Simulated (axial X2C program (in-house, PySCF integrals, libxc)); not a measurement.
Levels of InH⁻ by electron attachment to InH (EOM-EA-CCSD)

Computed with an in-house all-electron X2C program for linear molecules (integrals from PySCF): two-component X2C with atomic mean-field Coulomb and Gaunt terms, Gaussian nuclei, basis In dyall-acv3z, H dyall-av3z with contracted cores.

R = 1.850 Å (near the PBE0 minimum at charge 0 of the determinant lowest at the starting distance; the state shown can have its own minimum elsewhere).

Hartree–Fock spinors of InH (one of each Kramers pair; a window near the gap, which can cut inner shells):

```csv
ω,occupied,ε (eV),character
1/2,yes,-27.94,99% In d
5/2,yes,-27.27,100% In d
3/2,yes,-27.04,99% In d
1/2,yes,-27.02,99% In d
1/2,yes,-12.86,"44% In s, 44% H s, 6% H p"
1/2,yes,-7.68,"45% In p, 27% In s, 19% H s"
1/2,no,0.21,"94% In p, 5% H p"
3/2,no,0.26,"94% In p, 5% H p"
1/2,no,0.60,"92% In p, 6% In s"
1/2,no,0.83,"73% In s, 18% H s, 6% In p"
1/2,no,1.05,"93% In p, 5% H p"
3/2,no,1.11,"92% In p, 6% H p"
```

Levels of InH⁻ obtained by attaching an electron to InH:

```tsv
Ω	binding energy (eV)	above lowest (cm⁻¹)	attached spinor	one-particle weight
1/2	0.197	0	90% In pπ, 8% H pπ	0.96
3/2	0.114	668	91% In pπ, 8% H pπ	0.97
1/2	-0.561	6115	93% In pσ	1.00
1/2	-0.662	6924	72% In sσ, 19% H sσ	0.99
1/2	-0.832	8298	97% In pπ	0.99
3/2	-0.868	8591	96% In pπ	0.99
1/2	-1.887	16806	46% H sσ, 34% In dσ, 8% In sσ	0.99
```

Problem. What is the splitting of the first π pair in the table, and is it regular or inverted?

Solution. E(3/2) − E(1/2) = 668 − 0 = 668 cm⁻¹ at EOM-EA-CCSD: regular, Ω = 1/2 lower. Splittings at this level can be off by ten to twenty per cent.

Negative binding energies belong to unbound states, resonances or levels that the basis set holds; within some tenths of an eV of zero the sign is not settled.

This point took 16 s on 1 thread of Arm Neoverse V2, on a shared host.

Reference electrons by ω block (each with its −ω partner): 1/2: 16, 3/2: 7, 5/2: 2. 14 electrons of InH correlated (inner shells frozen), 92 natural virtual spinors (a truncated set); levels can be off by some tenths of an eV. Roots sought by Ω: (1/2: 5, 3/2: 4, 5/2: 2, 7/2: 1); rows need 60 % one-particle weight and stop where some Ω has no more roots. Missing are any skipped roots, higher Ω and states of a further excitation; these come out far too high here and may in truth be low or lowest. T1 of the reference 0.015 (Lee–Taylor). Number of frozen shells: In 4 s, 3 p, 1 d; H none.
